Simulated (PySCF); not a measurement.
Excitation energy of Br²⁺ by level of theory

Br²⁺ [Ar] 3d10 4s2 4p3 (4S) → Br²⁺ [Ar] 3d10 4s1 4p3 5s1 (6S), as a difference of total energies. Computed with PySCF 2.14 in x2c-TZVPPall with one added diffuse shell each of s, p, d type (7s6p5d1f, 57 functions), with scalar relativity by spin-free X2C-1e. Correlated levels: valence: [Ar] 3d10 frozen; valence and next inner shell: [Ne] frozen. The calculations carry no spin-orbit coupling.

| method | excitation energy (eV) |
| --- | --- |
| UHF | 25.880 |
| LDA | 28.587 |
| PBE | 28.327 |
| PBE0 | 28.078 |
| r2SCAN | 27.997 |
| wB97X-V | 28.420 |
| HSE06 | 28.129 |
| BHandHLYP | 28.471 |
| TPSSh | 28.256 |
| MP2 (valence) | 27.169 |
| SCS-MP2 (valence) | 27.686 |
| MP2 (valence and next inner shell) | 27.414 |
| SCS-MP2 (valence and next inner shell) | 27.867 |

How much does correlation contribute at MP2 (valence and next inner shell)?

27.414 − (25.880) = 1.534 eV, measured against UHF.

The promoted electron is Rydberg-like, and one or two diffuse shells describe it only roughly, which tends to raise the upper state.
